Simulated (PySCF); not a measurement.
Isomers of CH8OSi2Te. Theory: PBE0-D3(BJ)/def2-SVP geometry optimisation, gas phase, def2 core potentials past Kr in PySCF. One conformer each; no zero-point energy, no entropy. No frequencies were run at this level. Point groups hold within 0.08 Å.

Task: Rank from lowest to highest electronic energy at this level (kcal/mol).
A. `[CH3:1][O:2][SiH2:3][Te:4][SiH3:5]` with C1–O2–Si3–Te4 179°, O2–Si3–Te4–Si5 -10°
B. `[OH:1][SiH2:2][CH2:3][Te:4][SiH3:5]` with H–O1–Si2–C3 180°, O1–Si2–C3–Te4 179°, Si2–C3–Te4–Si5 -70°

Result: A (0.0), B (4.7).

As drawn, the higher has an O–H bond and an Si–C bond, which the lower lacks.

```json
{"SMILES": "CO[SiH2][Te][SiH3]", "E (Eh)": "-964.57277", "E rel (kcal/mol)": "0.0", "dipole (D)": "2.29", "point group": "C1", "A, B, C (MHz)": "2453, 1032, 744.3"}
{"SMILES": "O[SiH2]C[Te][SiH3]", "E (Eh)": "-964.56525", "E rel (kcal/mol)": "4.7", "dipole (D)": "1.31", "point group": "C1", "A, B, C (MHz)": "2555, 836.8, 672.2"}
```

Task: As an exercise, what shares would exp(−E/RT) give at 1000 K from these electronic energies alone (no entropy, no degeneracies)?

Result: RT = 1.987 kcal/mol: CO[SiH2][Te][SiH3] 91.5 %, O[SiH2]C[Te][SiH3] 8.5 %.
